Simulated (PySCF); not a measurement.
Working out the ionisation energy of Mg²⁺

Mg²⁺ [Ne] (1S) → Mg³⁺ [He] 2s2 2p5 (2P). Computed with PySCF 2.14 in aug-cc-pVDZ, with no relativity, point nucleus. Frozen: [He] 2s2. Energies in hartree (1 hartree = 27.21139 eV):

| part | Mg²⁺ (lower) | Mg³⁺ (upper) |
| --- | --- | --- |
| UHF | -198.824239 | -195.846414 |
| CCSD correlation | -0.001798 | -0.000458 |
| (T) | -0.000028 | -0.000002 |

What does Hartree-Fock give?

(-195.846414) − (-198.824239) = 2.977825 hartree = 81.031 eV.

What do CCSD and CCSD(T) give?

The CCSD correlation energies differ by 0.001340 hartree = 0.036 eV and the triples by 0.000026 hartree = 0.001 eV, so CCSD gives 81.067 eV and CCSD(T) 81.068 eV.

Reference: 80.144 eV (measured; NIST Atomic Spectra Database, ionization energies), between the lowest levels; spin-orbit coupling is absent from the calculation.

A double-zeta basis recovers only part of the correlation energy.

What remains against the reference includes basis incompleteness, the frozen core and higher excitations.
